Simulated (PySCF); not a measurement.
Polarisability and C₆ of Sc (scandium, neutral)

[Ar] 3d2 4s1, high-spin 4F determinant (an excited configuration). Calculation: PySCF 2.14, in aug-cc-pVDZ-DK; the spin-free X2C one-electron Hamiltonian (Gaussian nucleus). Coupled (time-dependent) response in atomic units; α is the mean over directions. A double-zeta set is small for polarisabilities.

| method | mean α (bohr³) | C₆ (like pair) | S(−4) |
| --- | --- | --- | --- |
| wB97X | 230.9 | 2315 | 287900 |
| TPSS | 196.7 | 1925 | 139300 |

S(−4) is the Cauchy moment in α(ω) = α(0) + S(−4) ω² + …

α(iu) at TPSS:

```csv
u (hartree),α(iu) (bohr³)
0,196.7
0.0500,114.3
0.100,70.56
0.200,32.50
0.300,18.97
0.500,9.650
0.750,5.791
1.00,4.026
1.50,2.325
2.00,1.511
3.00,0.7728
5.00,0.3074
```

A single London oscillator, α(iu) = α/(1 + u²/ω²), gives C₆ = (3/4) ω α². Matching the computed C₆ needs ω = 4 × 1925 / (3 × 196.7²) = 0.0663 hartree.
